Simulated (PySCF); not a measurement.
## Successive ionisation energies of zirconium

Calculated with PySCF 2.14, two-component X2C-1e (Gaussian nucleus, no Breit or QED terms), each ion in its own even-tempered basis; GMP2 freezes the deep shells of the larger ions and drops the highest virtual spinors; eV.

```tsv
ion	configuration	GHF (spin-free)	GHF (screened spin-orbit)	GMP2 (screened spin-orbit)	NIST	kind
Zr²⁴⁺	[Ne] 3s2 3p4	1204.2	1206.5	1207.0	1205.4 ± 1.7	semi-empirical
Zr²⁵⁺	[Ne] 3s2 3p3	1277.8	1266.5	1266.4	1277 ± 5	semi-empirical
Zr²⁶⁺	[Ne] 3s2 3p2	1333.2	1340.3	1342.1	1344 ± 3	semi-empirical
Zr²⁷⁺	[Ne] 3s2 3p1	1390.1	1404.2	1404.5	1392 ± 7	semi-empirical
Zr²⁸⁺	[Ne] 3s2	1519.6	1519.6	1522.7	1525.1 ± 2.2	semi-empirical
Zr²⁹⁺	[Ne] 3s1	1581.9	1581.8	1582.5	1582.37 ± 0.05	semi-empirical
Zr³⁰⁺	[Ne]	3813.9	3785.1	3786.5	3788 ± 2.1	semi-empirical
Zr³¹⁺	[He] 2s2 2p5	3971.6	3947.4	3948.9	3950 ± 7	semi-empirical
Zr³²⁺	[He] 2s2 2p4	4131.8	4127.5	4127.3	4127 ± 9	semi-empirical
Zr³³⁺	[He] 2s2 2p3	4348.5	4299.9	4299.1	4300 ± 30	semi-empirical
Zr³⁴⁺	[He] 2s2 2p2	4515.0	4561.4	4563.7	4553 ± 5	semi-empirical
Zr³⁵⁺	[He] 2s2 2p1	4684.2	4751.9	4750.7	4744 ± 3	semi-empirical
```

Task: Where is the largest relative jump?

Result: From Zr²⁹⁺ to Zr³⁰⁺: 1582.5 to 3786.5 eV, where the electron removed from [Ne] comes from a deeper shell or subshell.
